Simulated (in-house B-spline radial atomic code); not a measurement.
How numerical settings move a run on Cr3+, [Ar] 3d3. Computed with an all-electron radial atomic-structure program (B-spline basis): non-relativistic PBE, spin-polarised, spherical fractional occupations, point nucleus.

Command:
```bash
python run_scf.py task.json out
```
Settings of the sound reference run:
```
Z                24
electrons        21
configuration    [Ar] 3d3
hamiltonian      nr
method           pbe,pbe
spin_polarised   True
knot_spacing     0.22
spline_order     8
gauss_points     12
box_radius       16.22
max_iterations   70
damping          0.5
damped_steps     3
diis_vectors     10
tolerance        1e-08
start            Thomas-Fermi
```

Time taken, with all properties: 0.12 s on 1 thread of Intel(R) Xeon(R) 6975P-C, on a shared host.

It converges in 10 iterations to -1042.140779 hartree, with 3d up at -40.6373 eV. The other runs change the listed settings, some to values that make no sense; their results aren't properties of the atom or ion. Radii are in bohr (the nuclear one in fm), a minus after a letter asks for a j subshell, and «unchanged» means within 1e-8 hartree. The run stops when the residual is below 10 × tolerance × max(1, Z/10), or a noise floor if that is larger, and the energy moves by less than 1e-8 × √|E| hartree; so very loose and very tight tolerances often act alike.

| changed settings | outcome |
| --- | --- |
| gauss_points = 3 | converged in 9 iterations, energy -2.36e+05 hartree from the reference, 3d up level +2.0e+00 eV |
| damping = 0.2 | converged in 10 iterations, energy unchanged, 3d up level -1.3e-06 eV |
| knot_spacing = 1, gauss_points = 6, max_iterations = 60, damping = 0.8 | converged in 11 iterations, energy +2.50e+00 hartree from the reference, 3d up level -7.8e-01 eV (the program warns: 3s up reaches the box edge; 3s down reaches the box edge) |
| spline_order = 6 | converged in 10 iterations, energy +1.62e-06 hartree from the reference, 3d up level -6.0e-06 eV |
| damping = 0.95 | converged in 11 iterations, energy unchanged |
| spline_order = 3, max_iterations = 50, tolerance = 1e-06 | converged in 8 iterations, energy +2.27e-02 hartree from the reference, 3d up level -8.9e-03 eV |
| damping = 0.8 | converged in 11 iterations, energy unchanged, 3d up level +5.0e-07 eV |
| knot_spacing = 0.15, first_knot = 4.17e-05, max_iterations = 75, start = bare nucleus | converged in 9 iterations, energy -2.68e-06 hartree from the reference, 3d up level -3.7e-05 eV |
| spline_order = 10 | converged in 10 iterations, energy -9.36e-07 hartree from the reference, 3d up level +5.5e-06 eV |
| electrons = 29, configuration = [Ar] 3d11, max_iterations = 60 | stopped with error: shell 3d holds at most 5 electrons (per spin) |
| gauss_points = 5 | converged in 10 iterations, energy +1.29e-08 hartree from the reference |
| hamiltonian = dirac, method = hf, nucleus = fermi, rms_radius = 3.6452, mass_number = 52, atomic_mass = 51.9405, speed_of_light = 137.036 | stopped with error: spin polarisation is not served with the Dirac Hamiltonian |
| spline_order = 7 | converged in 10 iterations, energy -9.60e-07 hartree from the reference, 3d up level +6.7e-06 eV |
| spline_order = 4, max_iterations = 3, damped_steps = 1, diis_vectors = 0 | not converged after 3 iterations, last residual 9.7e-02, last energy +2.89e-01 hartree from the reference |

Problem. What happens with spline_order = 5?

Solution. Converged in 10 iterations, energy +8.62e-06 hartree from the reference.

Problem. What happens with gauss_points = 4?

Solution. Converged in 10 iterations, energy -7.06e-07 hartree from the reference, 3d up level +2.2e-06 eV.

Problem. What happens with max_iterations = 2, damping = 0, diis_vectors = 0?

Solution. Not converged after 2 iterations, last residual 4.6e-01, last energy +4.11e+00 hartree from the reference.

Problem. What happens with electrons = 22, configuration = [Ar] 3d3 4s-1, max_iterations = 60?

Solution. Stopped with error: j subshells need the Dirac Hamiltonian and l > 0.
